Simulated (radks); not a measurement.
Values are calculated unless marked as measured or tabulated.
All-electron atom: Te in [Kr] 4d10 5s2 5p4. Code: a radial shooting solver on a logarithmic mesh with Libxc functionals. Model: scalar-relativistic Kohn-Sham, LDA (Slater exchange, VWN5 correlation), spin-polarised, spherical densities, finite nucleus; open shells are filled with parallel spins first (spin-orbit coupling, left out, can overturn this in heavy ions); Fermi nuclear charge, rms radius 4.7423 fm.

Local quantities along the radius. ELF = 1/(1 + alpha^2) is the electron localisation function; alpha = (tau - tau_W)/tau_unif compares the Pauli kinetic energy density with that of the uniform gas (summed over spins); s = |grad rho|/(2 (3 pi^2)^(1/3) rho^(4/3)) is the reduced gradient. tau is taken from the large components.

r (bohr),ELF,alpha,s
0.001338,0.999,0.02345,0.6824
0.001571,0.999,0.02372,0.6408
0.001843,0.999,0.02422,0.6063
0.00218,0.999,0.02502,0.5769
0.002559,0.999,0.02611,0.5547
0.003003,0.999,0.02760,0.5377
0.003552,0.999,0.02970,0.5250
0.004168,0.999,0.03238,0.5174
0.004892,0.999,0.03596,0.5142
0.00574,0.998,0.04076,0.5154
0.006791,0.998,0.04770,0.5214
0.007969,0.997,0.05695,0.5319
0.009352,0.995,0.07014,0.5475
0.01106,0.992,0.09064,0.5696
0.01298,0.986,0.1205,0.5966
0.01523,0.973,0.1671,0.6291
0.01802,0.943,0.2469,0.6674
0.02115,0.878,0.3729,0.7030
0.02482,0.751,0.5759,0.7267
0.02936,0.556,0.8933,0.7166
0.03445,0.393,1.244,0.6485
0.04043,0.320,1.458,0.5209
0.04782,0.354,1.352,0.3757
0.05612,0.478,1.045,0.2944
0.06586,0.631,0.7654,0.2880
0.07791,0.734,0.6024,0.3385
0.09143,0.750,0.5779,0.4140
0.1073,0.672,0.6983,0.4901
0.1269,0.487,1.026,0.5211
0.1489,0.338,1.400,0.4403
0.1748,0.346,1.375,0.2880
0.2051,0.509,0.9826,0.2163
0.2426,0.694,0.6641,0.2697
0.2847,0.764,0.5554,0.3926
0.3341,0.714,0.6330,0.5555
0.3953,0.457,1.091,0.7065
0.4638,0.208,1.948,0.6084
0.5443,0.258,1.696,0.2783
0.6439,0.587,0.8396,0.2034
0.7556,0.755,0.5702,0.3236
0.8867,0.748,0.5801,0.4861
1.049,0.620,0.7837,0.6647
1.231,0.415,1.187,0.7955
1.445,0.281,1.601,0.7968
1.709,0.324,1.443,0.6827
2.005,0.528,0.9453,0.6480
2.353,0.706,0.6446,0.7453
2.784,0.752,0.5740,0.9594
3.267,0.692,0.6669,1.275
3.834,0.542,0.9194,1.757
4.535,0.316,1.473,2.582
5.322,0.129,2.599,3.946
6.245,0.035,5.223,6.446
7.329,0.007,12.24,11.37
8.669,0.001,36.40,22.71
10.17,0.000,127.2,48.66

On this mesh the ELF has minima near r = 0.040, 0.15, 0.46, 1.4 bohr, which separate the shells, and maxima near 0.091 (0.75), 0.28 (0.76), 0.76 (0.75), 2.8 (0.75).
